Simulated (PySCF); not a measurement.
## Fe³⁺ (iron, charge +3) across methods

[Ar] 3d5, high-spin 6S determinant. All numbers are calculated (PySCF 2.14, no relativity, point nucleus, in aug-cc-pwCVTZ (10s9p7d4f3g, 127 functions)).

| method | E (hartree) | mean ε 3p α (eV) | mean ε 3p β (eV) | mean ε 3d α (eV) | Σ⟨r²⟩ (bohr²) | ⟨S²⟩ |
| --- | --- | --- | --- | --- | --- | --- |
| wB97M-V | -1261.595 | -105.96 | -98.397 | -50.710 | 13.08 | 8.751 |
| LDA | -1259.131 | -98.403 | -92.746 | -45.645 | 13.16 | 8.750 |
| r2SCAN0 | -1261.637 | -105.61 | -96.207 | -48.816 | 12.99 | 8.751 |
| r2SCAN | -1261.636 | -101.04 | -93.309 | -45.986 | 13.04 | 8.751 |
| PBE0 | -1261.443 | -103.85 | -95.750 | -48.398 | 13.06 | 8.751 |
| UHF | -1260.61634 | -118.82 | -103.44 | -56.429 | 12.91 | 8.751 |
| PBE | -1261.379 | -98.549 | -92.615 | -45.446 | 13.15 | 8.750 |
| HSE06 | -1261.453 | -103.43 | -95.355 | -47.938 | 13.07 | 8.751 |
